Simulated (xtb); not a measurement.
HLiO, triplet, at a GFN2-xTB geometry (such geometries of metal compounds can be far from the true shape) (a higher spin typed on purpose: for a closed-shell molecule this is an excited state). Base run: GFN2-xTB (xtb).

Input for xtb:
```
$ xtb mol.xyz --gfn 2 --uhf 2 --json

# file mol.xyz
3

Li    -1.03425496    -0.89063491    -0.88776834
O      0.27603776     0.23786229     0.23944203
H      0.89446277     0.76900642     0.74776881
```

The base run was repeated with changes; each row names its change, and settings that it needs were set with it.

```csv
change,ΔE vs base (kcal/mol),dipole (D),G_solv (kcal/mol),SCF cycles
base,0.000,5.86,-,12
alpb = ether,-9.67,6.09,-10.55,13
gbsa = chcl3,-7.10,5.97,-7.27,12
acc = 30,0.000,5.85,-,9
acc = 1000,0.010,5.99,-,5
alpb = ch2cl2,-7.84,5.96,-7.98,12
```

ALPB and GBSA are two models with their own fitted parameters for each solvent, which aren't always the measured dielectric constant.
